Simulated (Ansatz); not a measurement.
Two structures of BAsH₆O₃, singlet, reached by relaxing down either side of one saddle point (PBE0-D4/def2-TZVP). Energies are electronic, without zero-point energy. Program: Ansatz 0.2.0. Basis: def2-TZVPP and def2-QZVPP. Cores are frozen in the correlated methods. Filled d shells of the heavier atoms are correlated. The def2 sets are not built for correlating such inner shells, so the correlated values are less sure here. Extrapolation: Hartree–Fock as exp(−7.88 √X), correlation as X^−2.97. First:

```
11
angstrom
B 0.7909 1.0813 -0.8056
O 1.2650 2.0324 -1.6665
O 1.5499 0.6629 0.2438
O -0.4583 0.5549 -1.0134
H -2.1528 -0.8657 1.5208
As -0.8351 -1.6103 1.4368
H 2.1461 2.3268 -1.4261
H 1.1037 -0.0099 0.7751
H -0.8818 0.9360 -1.7857
H -1.2779 -2.4551 0.2589
H -1.2500 -2.6533 2.4620
```

Second:

```
11
angstrom
B 0.3436 -0.5260 -0.7481
O 0.3672 1.7642 2.0532
O 0.8077 0.7509 -0.6195
O 0.7792 -1.2426 -1.8193
H -0.3984 2.3390 1.9961
As -0.8444 -1.2899 0.7430
H 0.6167 1.5868 1.1375
H 1.4136 0.9930 -1.3291
H 0.4071 -2.1237 -1.8845
H -1.6704 -2.1202 -0.2364
H -1.8221 -0.1313 0.7071
```

(1) Which bonds change from the first to the second?

(2) Give the saddle point's structure and its height above each. (Judge from chemistry; the value comes from the calculation.)

The T1 diagnostic stays at or below 0.013.

Results:

(1) BH₃O₃ ([OH][B]([OH])[OH]) + AsH₃ → BAsH₄O₂ ([OH][B]([OH])[AsH2]) + H₂O; bonds formed: B1–As6, O2–H5; bonds broken: B1–O2, H5–As6.

(2) The calculation gives: 2.412 eV above the first and 1.285 eV above the second (CCSD(T) at an estimated basis limit (MP2 extrapolated from triple and quadruple zeta, plus CCSD(T) − MP2 in triple zeta)).
| atom | x (Å) | y (Å) | z (Å) |
| --- | --- | --- | --- |
| B1 | 0.5635 | 0.2214 | -0.5056 |
| O2 | -0.3043 | 1.3678 | 0.0387 |
| O3 | 1.8226 | 0.2902 | 0.0272 |
| O4 | 0.3654 | -0.1375 | -1.8098 |
| H5 | -0.7576 | 0.4870 | 0.5982 |
| As6 | -0.7071 | -1.4856 | 0.8392 |
| H7 | 0.2293 | 1.9075 | 0.6421 |
| H8 | 2.4496 | -0.2715 | -0.4339 |
| H9 | -0.5484 | -0.1096 | -2.0988 |
| H10 | -2.1757 | -1.3282 | 0.4569 |
| H11 | -0.9375 | -0.9415 | 2.2459 |

Labels in which every atom is bracketed show which atoms are joined, not bond orders.

For scale, one of the runs: CCSD(T)/def2-TZVPP, 256 basis functions, launched by `ansatz run in.yaml --threads 8 --pin off --events-out ev --progress --plain --max-ram 19148MiB`. The run took 3.4 min on 8 CPU threads of an Arm Neoverse V1 (shared host), with 6.4 GiB of host memory at its peak.
